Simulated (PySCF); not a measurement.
A side-by-side comparison of computed properties.

First species: C₆H₇F₃.
InChI=1S/C6H7F3/c1-2-3-4-5-6(7,8)9/h2-4H,1,5H2/b4-3-

Second species: p-dibromotetrafluorobenzene, C₆Br₂F₄.
SMILES with atom numbers: `[F:1][c:2]1[c:3]([F:4])[c:5]([Br:6])[c:7]([F:8])[c:9]([F:10])[c:11]1[Br:12]`

Levels: CAM-B3LYP/def2-SVPD for dipole moment, HOMO energy, LUMO energy, HOMO–LUMO gap, static isotropic polarisability and electronic spatial extent ⟨r²⟩ about the centre of nuclear charge; TDDFT CAM-B3LYP/def2-SVPD for lowest singlet excitation; TDA CAM-B3LYP/def2-SVPD for lowest triplet excitation (Tamm–Dancoff); PBE0-D3(BJ)/def2-SVP for rotational constant A and rotational constant C. Geometries: PBE0-D3(BJ)/def2-SVP. All species are isolated and taken at one optimised geometry, non-relativistic unless stated; the electronic structure was computed with PySCF and density fitting.

The conformers computed, where there is a choice (atom-mapped SMILES and torsion angles):
- `[CH2:1]=[CH:2]/[CH:3]=[CH:4]\[CH2:5][C:6]([F:7])([F:8])[F:9]`: C1–C2–C3–C4 180°, C3–C4–C5–C6 114°, C4–C5–C6–F7 179°

Problem. Which has the higher T1 energy?

Solution. The second: 3.79 eV against 3.11 eV, a difference of 0.68 eV.

Problem. Which has the higher HOMO energy?

Solution. The first: -8.25 eV against -8.85 eV, a difference of 0.60 eV.

Problem. Which has the higher LUMO energy?

Solution. The first: -0.15 eV against -0.61 eV, a difference of 0.46 eV.

Problem. Which of the two has the higher static isotropic polarisability, and by how much?

Solution. The second: 115.6 au against 81.7 au, a difference of 33.9 au.

Problem. Which has the higher dipole moment?

Solution. The first: 2.42 D against 0.00 D, a difference of 2.42 D.

Problem. Which has the higher ⟨r²⟩?

Solution. The second: 4061 bohr² against 1546 bohr², a difference of 2515 bohr².

Problem. Which of the two has the higher S1 energy, and by how much?

Solution. The first: 5.76 eV against 5.12 eV, a difference of 0.64 eV.

Problem. Which has the higher HOMO–LUMO gap?

Solution. The second: 8.24 eV against 8.10 eV, a difference of 0.14 eV.

On the first: The vertical singlet–triplet gap S1 − T1 is 2.65 eV (TDDFT singlet less Tamm–Dancoff triplet; S1: HOMO→LUMO, weight 0.98; T1: HOMO→LUMO, weight 0.94). The principal polarisabilities are 56.7, 67.9 and 120.4 au; their mean is the isotropic value.

On the second: No computed singlet falls in the visible range (750 to 380 nm, 1.65 to 3.26 eV); S1 lies 1.86 eV above its blue end. The polarisability is 17.13 Å³ as a volume (1 au = 0.148185 Å³), or 0.81 au for each of the 142 electrons. The calculation is non-relativistic and has no spin–orbit coupling, an omission that weighs most on bromine.
